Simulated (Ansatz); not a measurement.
Gas-phase electronic energies from Ansatz, PBE0-D4/def2-TZVP geometries. CCSD(T)/CBS is the MP2 limit (def2-TZVPP, def2-QZVPP) plus CCSD(T) − MP2 in def2-TZVPP, frozen cores. DFT in def2-TZVPP. HSE06 is defined as in plane-wave codes. Each species was taken in one conformer, which may not be the lowest.

Consider the cleavage of the Al–Al bond: `[OH][Al]([SH])[AlH][F]` + `[SiH3]S` → `[F][AlH][S][SiH3]` + `[OH][AlH][SH]`.

CCSD(T)/CBS gives -1.14 eV.

Problem. Another level gave -1.13 eV. Which?
A. BHLYP/def2-TZVPP
B. HSE06-D4/def2-TZVPP
C. r2SCAN0/def2-TZVPP
D. PBE-D4/def2-TZVPP

Solution. A. BHLYP -1.13, HSE06-D4 -1.06, r2SCAN0 -1.18, PBE-D4 -1.01 eV.

Largest T1 diagnostic among the species: 0.013.

Leaving LDA and LC-ωPBE aside and taking each functional with its dispersion term where it has one, the values, not all of them listed here, spread over 0.27 eV, from B97M-V to PBE-D4. LDA lies −0.05 eV from PBE without D4. From PBE to PBE0 (25 % exact exchange), in def2-TZVPP and without D4, ΔE moves by −0.06 eV.
